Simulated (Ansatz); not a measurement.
CH4Cl2NOV, SMILES `C[N]=[V]([OH])([Cl])[Cl]`. The species carries charge 0 and has multiplicity 1. The geometry is a stationary point of PBE0-D4/def2-TZVP. It is one conformer, not always the lowest.

```xyz
10

C     1.470    0.627   -0.639
N     0.236    0.184   -0.118
V    -1.211   -0.154    0.458
O    -1.282   -1.867    0.806
Cl   -1.435    1.038    2.252
Cl   -2.617    0.409   -1.088
H     2.170   -0.210   -0.735
H     1.318    1.075   -1.626
H     1.907    1.378    0.027
H    -0.556   -2.479    0.664
```

Q: What is the dipole moment at ωB97M-V/def2-TZVPP? (Estimate.)

A: Ansatz gave: 4.76 D, with components (4.40, -1.22, -1.33) D in this frame, pointing from negative to positive charge.

Q: And with PBE, r2SCAN, B3LYP? (An estimate is asked.)

A: The calculation gave: PBE 4.38 D, r2SCAN 4.53 D, B3LYP 4.57 D.

Q: Give the Mulliken charges with ωB97M-V, B3LYP, r2SCAN in def2-TZVPP. (Best estimate.)

A: Computed: 
| atom | ωB97M-V | B3LYP | r2SCAN |
| --- | --- | --- | --- |
| C1 | -0.22 | -0.16 | -0.03 |
| N2 | -0.48 | -0.52 | -0.53 |
| V3 | 0.95 | 1.08 | 1.08 |
| O4 | -0.38 | -0.41 | -0.42 |
| Cl5 | -0.24 | -0.27 | -0.28 |
| Cl6 | -0.24 | -0.27 | -0.28 |
| H7 | 0.13 | 0.11 | 0.07 |
| H8 | 0.14 | 0.12 | 0.08 |
| H9 | 0.14 | 0.12 | 0.08 |
| H10 | 0.20 | 0.21 | 0.23 |

B3LYP here is the variant with VWN-RPA as its local correlation; programs differ in this.
